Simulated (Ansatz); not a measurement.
`OB(S)[SiH2][SiH3]` and `OB(S)[SiH2]Cl` differ in one atom or group.

Ansatz, PBE0-D4/def2-TZVP geometries, multiplicity 1. Each molecule was computed in one conformer, which needn't be the lowest.

```json
{"property": "HOMO energy (B3LYP/def2-TZVPP) / eV", "`OB(S)[SiH2][SiH3]`": "-7.53"}
{"property": "HOMO–LUMO gap (PBE/def2-TZVPP) / eV", "`OB(S)[SiH2][SiH3]`": "4.75"}
{"property": "size of the dipole moment (PBE/def2-TZVPP) / D", "`OB(S)[SiH2][SiH3]`": "1.20"}
{"property": "HOMO–LUMO gap (ωB97M-V/def2-TZVPP) / eV", "`OB(S)[SiH2][SiH3]`": "10.65"}
{"property": "HOMO–LUMO gap (B3LYP/def2-TZVPP) / eV", "`OB(S)[SiH2][SiH3]`": "6.37"}
{"property": "LUMO energy (B3LYP/def2-TZVPP) / eV", "`OB(S)[SiH2][SiH3]`": "-1.15"}
```

Question: Give the same properties after the change, and the shifts. (Best estimate.)

Answer: Ansatz gave: 
| property | `OB(S)[SiH2]Cl` | shift |
| --- | --- | --- |
| HOMO energy (B3LYP/def2-TZVPP) / eV | -7.71 | -0.18 |
| HOMO–LUMO gap (PBE/def2-TZVPP) / eV | 4.83 | 0.08 |
| size of the dipole moment (PBE/def2-TZVPP) / D | 2.66 | 1.46 |
| HOMO–LUMO gap (ωB97M-V/def2-TZVPP) / eV | 11.08 | 0.43 |
| HOMO–LUMO gap (B3LYP/def2-TZVPP) / eV | 6.49 | 0.12 |
| LUMO energy (B3LYP/def2-TZVPP) / eV | -1.22 | -0.07 |

With PBE0 the HOMO falls by 0.24 eV and the LUMO falls by 0.07 eV, so the gap widens by about 0.17 eV. PBE moves the HOMO by -0.16 eV and ωB97M-V by -0.40 eV. Dipoles are sizes alone; their direction can turn.

B3LYP here is the variant with VWN-RPA as its local correlation; programs differ in this.
